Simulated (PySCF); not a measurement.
**Working out the ionisation energy of Mn**

Mn [Ar] 3d5 4s2 (6S) → Mn⁺ [Ar] 3d5 4s1 (7S). Calculation: PySCF 2.14, in jorge-DZP-DKH; the spin-free X2C one-electron Hamiltonian (Gaussian nucleus). Frozen: [Ar]. Energies in hartree (1 hartree = 27.21139 eV):

| part | Mn (lower) | Mn⁺ (upper) |
| --- | --- | --- |
| UHF | -1157.141786 | -1156.923097 |
| MP2 opposite-spin | -0.026948 | 0.000000 |
| MP2 same-spin | -0.035046 | -0.035534 |

**Question.** What does Hartree-Fock give?

**Answer.** (-1156.923097) − (-1157.141786) = 0.218689 hartree = 5.951 eV.

**Question.** What do MP2 and SCS-MP2 (6/5 opposite-spin, 1/3 same-spin) give?

**Answer.** The opposite-spin parts differ by 0.733 eV and the same-spin parts by -0.013 eV. MP2: 5.951 + (0.733) + (-0.013) = 6.671 eV. SCS-MP2: 5.951 + 1.2 × (0.733) + (-0.013)/3 = 6.826 eV.

Measured between the centres of the two terms (NIST): 7.434 eV, so MP2 (valence) is off by -0.763 eV.

A double-zeta basis recovers only part of the correlation energy.

What remains against the reference includes basis incompleteness, the frozen core and correlation beyond second order.
